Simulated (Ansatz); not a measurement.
F$_{2}$H$_{2}$OSZr (`[OH][Zr]([F])([F])[SH]`). The species carries charge 0 and has multiplicity 1. Zr: def2 effective core potential. Geometry: relaxed with PBE0-D4/def2-TZVP. It is one conformer, not always the lowest.

```xyz
7

O     1.489   -0.134   -0.251
Zr   -0.188    0.348    0.494
F    -0.352   -0.257    2.288
F    -0.425    2.233    0.511
S    -1.933   -0.690   -0.889
H     2.410   -0.261   -0.463
H    -1.000   -1.239   -1.689
```

What is the dipole moment at B3LYP/def2-TZVPP? (Estimate.)

Ansatz gave: 3.32 D, with components (3.00, -0.77, -1.19) D in this frame, pointing from negative to positive charge.

And with PBE, r2SCAN, ωB97M-V? (Best estimate.)

Computed: PBE 3.28 D, r2SCAN 3.35 D, ωB97M-V 3.36 D.

Give the Mulliken charges with B3LYP, r2SCAN, ωB97M-V in def2-TZVPP. (An estimate is asked.)

Computed: 
```
atom  B3LYP  r2SCAN  ωB97M-V
  O1  -0.51   -0.53    -0.49
 Zr2   1.35    1.34     1.29
  F3  -0.39   -0.38    -0.38
  F4  -0.39   -0.38    -0.38
  S5  -0.37   -0.38    -0.35
  H6   0.20    0.21     0.18
  H7   0.12    0.12     0.13
```

B3LYP here is the variant with VWN-RPA as its local correlation; programs differ in this.
